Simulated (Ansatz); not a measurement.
B₂O₄H₂⁺. Total charge 1; doublet. Geometry PBE0-D4/def2-SVP, that of the neutral singlet; atoms count from 1.

Cartesian coordinates in Å:
```
B 0.261 0.138 0.657
B -0.998 -0.270 -1.063
O 0.673 0.393 1.908
O 0.284 -0.251 -1.547
O -1.052 -0.037 0.280
O 1.122 0.018 -0.422
H 1.628 0.486 1.987
H -1.918 -0.476 -1.800
```

The structure holds one bond between oxygen atoms, so isomers without such links may lie far lower. The structure comes from a short search, and lower isomers may exist.

Q: Estimate the Mulliken populations from the PBE0/def2-TZVP orbitals of Ansatz.

A: 
| atom | charge (e) | spin (α − β) |
| --- | --- | --- |
| B1 | 0.32 | -0.05 |
| B2 | 0.23 | 0.00 |
| O3 | -0.17 | 0.24 |
| O4 | 0.12 | 0.38 |
| O5 | -0.16 | 0.02 |
| O6 | 0.10 | 0.42 |
| H7 | 0.39 | -0.01 |
| H8 | 0.16 | 0.00 |
Mulliken values and Mayer orders depend strongly on the basis.

Q: Where does the spin sit?

A: Summed by element: B -0.05, O 1.06, H -0.01, of 1 unpaired in all. Largest on single atoms: O6 0.42, O4 0.38, O3 0.24.

Q: And the Mayer bond orders between bonded heavy atoms (over 0.3)?

A: B1–O3 1.47 (1.34 Å); B1–O5 1.21 (1.38 Å); B1–O6 0.98 (1.39 Å); B2–O4 0.98 (1.37 Å); B2–O5 1.28 (1.36 Å); O4–O6 1.15 (1.43 Å).
